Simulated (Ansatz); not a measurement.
Be2H2Cl2⁻, that is (HBe-mu-Cl)2 with one electron more. Total charge -1; doublet. Geometry PBE0-D4/def2-TZVP, that of the neutral singlet; atoms count from 1.

Cartesian coordinates in Å:
```
Be 0.6228 -0.9612 -0.5840
H 1.2701 -1.9599 -1.1908
Cl -0.0751 -0.8318 1.2889
Be -0.6228 0.9612 0.5840
H -1.2698 1.9600 1.1909
Cl 0.0749 0.8317 -1.2889
```

The highest occupied level of the charge -1 doublet lies above zero (up to 1.68 eV). By energy differences it is unbound by 0.53 eV (vertical, against the charge 0 singlet, at PBE0-D4/def2-TZVPD) and held by the finite basis.

Estimate the Mulliken populations from the PBE0/def2-TZVPD orbitals of Ansatz.


| atom | charge (e) | spin (α − β) |
| --- | --- | --- |
| Be1 | -0.69 | 0.67 |
| H2 | 0.05 | 0.02 |
| Cl3 | 0.14 | -0.19 |
| Be4 | -0.69 | 0.67 |
| H5 | 0.05 | 0.02 |
| Cl6 | 0.14 | -0.19 |
Mulliken values depend strongly on the basis. With diffuse functions, as here, like atoms can get unlike values, and bond orders can come out too low or too high.

Where does the spin sit?

Summed by element: Be 1.35, H 0.04, Cl -0.39, of 1 unpaired in all. Largest on single atoms: Be1 0.67, Be4 0.67, Cl3 -0.19.

And the Mayer bond orders between heavy atoms (over 0.3)?

Be1–Cl3 0.50 (2.00 Å); Be1–Be4 1.04 (2.57 Å); Be1–Cl6 0.50 (2.00 Å); Cl3–Be4 0.50 (2.00 Å); Be4–Cl6 0.50 (2.00 Å).
